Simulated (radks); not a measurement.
Results of a calculation; reference values are marked as such.
Ionisation of the europium ion Eu2+, [Xe] 4f7, to [Xe] 4f6 as the strength of local exchange is varied. Code: a radial shooting solver on a logarithmic mesh with Libxc functionals. Model: Dirac Kohn-Sham, Slater X-alpha exchange (alpha = 2/3 is LDA exchange), no correlation, spin-unpolarised, spherical densities, finite nucleus; open shells fill j = l - 1/2 first; Fermi nuclear charge, rms radius 5.1115 fm.

| alpha | E(Eu2+) (hartree) | exchange (hartree) | IE (eV) | -e of the level emptied (eV) | <r> of it (bohr) |
|---|---|---|---|---|---|
| 0.592 | -10811.6021 | -203.0076 | 20.605 | 12.805 (4f7/2) | 1.001 |
| 0.631 | -10824.9846 | -216.6651 | 21.577 | 13.620 (4f7/2) | 0.9863 |
| 0.653 | -10832.5415 | -224.3844 | 22.137 | 14.094 (4f7/2) | 0.9786 |
| 0.665 | -10836.6658 | -228.5995 | 22.446 | 14.356 (4f7/2) | 0.9744 |
| 0.667 | -10837.3533 | -229.3024 | 22.498 | 14.400 (4f7/2) | 0.9738 |
| 0.812 | -10887.3220 | -280.4962 | 26.409 | 17.791 (4f7/2) | 0.9298 |
| 0.899 | -10917.4182 | -311.4373 | 28.903 | 20.000 (4f7/2) | 0.9074 |
| 1.036 | -10964.9847 | -360.5010 | 33.042 | 23.720 (4f7/2) | 0.8763 |

NIST Atomic Spectra Database: 24.84 eV (semi-empirical). The Delta-SCF value meets it near alpha = 0.75. Spin polarisation and multiplet splitting are left out, so open shells lie too high by an amount that depends on their filling.

Beside tabulated values, note that spin-unpolarised runs miss the spin-polarisation part of the exchange energy of open shells.
